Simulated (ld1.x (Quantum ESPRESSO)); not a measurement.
# Reading a pseudo-wave (Mg (Z = 12))

Columns: radius, all-electron u(r) and pseudo u(r) of the 2p shell (level -46.61 eV) of magnesium in the configuration [He] 2s2 2p6 3s2 3p0; PBE, scalar-relativistic, ultrasoft scheme, ld1.x (Quantum ESPRESSO) 7.5.

```tsv
r (bohr)	all-electron	pseudo
0.065	0.1544	0.0143
0.130	0.4320	0.0562
0.195	0.6950	0.1223
0.260	0.8989	0.2075
0.325	1.0375	0.3055
0.390	1.1173	0.4089
0.455	1.1495	0.5103
0.520	1.1457	0.6028
0.585	1.1164	0.6806
0.650	1.0698	0.7393
0.715	1.0123	0.7765
0.780	0.9485	0.7916
0.845	0.8819	0.7858
0.910	0.8149	0.7619
0.975	0.7492	0.7239
1.040	0.6859	0.6761
1.105	0.6258	0.6232
1.170	0.5694	0.5690
1.235	0.5167	0.5167
1.300	0.4679	0.4679
1.365	0.4229	0.4229
1.430	0.3817	0.3817
1.495	0.3440	0.3440
1.560	0.3096	0.3096
1.625	0.2783	0.2783
1.690	0.2500	0.2500
```

(1) How many radial nodes do the two functions have?

(2) At about which radius was the pseudo-wave matched?

(3) Where does each function peak?

(4) Is the pseudo-wave norm-conserving?

## Answers

(1) The all-electron 2p function has n − l − 1 = 0; the pseudo-wave has 0.

(2) 1.30 bohr. The columns agree to 0.0005 from 1.17 bohr on; several derivatives are matched, so the curves merge somewhat inside the radius.

(3) Outermost all-electron maximum near 0.46 bohr, pseudo maximum near 0.78 bohr (to the table’s step).

(4) No, it belongs to an ultrasoft set: the norm inside the radius is not constrained, and the difference is carried by the augmentation charge.
